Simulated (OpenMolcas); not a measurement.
## Pd2+: moving or changing the point charges

Pd2+ among 6 point charges of -1.7 e arranged as an octahedron (Oh), 2.13 Å from the ion.
```
   2.1300    0.0000    0.0000  -1.70
   0.0000    2.1300    0.0000  -1.70
  -2.1300    0.0000    0.0000  -1.70
   0.0000   -2.1300    0.0000  -1.70
   0.0000    0.0000    2.1300  -1.70
   0.0000    0.0000   -2.1300  -1.70
```

* Program: OpenMolcas
* Method: SS-CASPT2, IPEA 0.25 Eh, imaginary shift 0.1 Eh (closed shells correlated: 4s 4p)
* Basis: ANO-RCC-VTZP [7s6p4d2f1g]
* Scalar Hamiltonian: DKH2, point nucleus
* Active space: 8 electrons in 5 orbitals (4d)
* State averaging: 2S+1 = 3 even, 10 roots; 2S+1 = 1 even, 15 roots
* Spin-orbit coupling: state interaction with AMFI integrals over the reference wave functions

Runs around this geometry, states (labels of O, the rotations of Oh). Energies in cm-1 above the lowest state or level, χT in cm3 K/mol.

| R (Å) | q (e) | Ground state | First state of that spin | First gap with spin-orbit (degeneracies) | χT at 300 K | First state of another spin |
| --- | --- | --- | --- | --- | --- | --- |
| 2.13 | -1.1 | 3A2 | 3T2 3380 | 2840 (3, 2) | 2.407 | 1E 11150 |
| 2.13 | -1.7 | 3A2 | 3T2 5360 | 4690 (3, 2) | 2.056 | 1E 11720 |
| 2.28 | -1.7 | 3A2 | 3T2 4220 | 3470 (3, 2) | 2.251 | 1E 11320 |

Taking the first state of the same spin as R^-n, n = -ln(4220 / 5360) / ln(2.28 / 2.13) = 3.5 between the shortest and longest distance.

Scaling the charges by -1.1 / -1.7 = 0.65 scales the first state of the same spin by 3380 / 5360 = 0.63; with fixed orbitals a first-order splitting would follow the charge.

Roots that are degenerate in the reference are averaged as groups; the widest CASPT2 spread within a group is 550 cm-1 (the 3-fold group of multiplicity 3 near 3380 cm-1 above the lowest state of its run, R = 2.13, q = -1.1). Shifts and gaps below about the spread of the groups concerned are not significant. Real 4d8 and 5d8 ions are as a rule square planar and diamagnetic. Free-ion shares, where given, are those of the reference states; single-state CASPT2 does not remix them. Point charges carry no covalency, so the field is a model and not that of real ligands. No measured value stands beside these numbers.
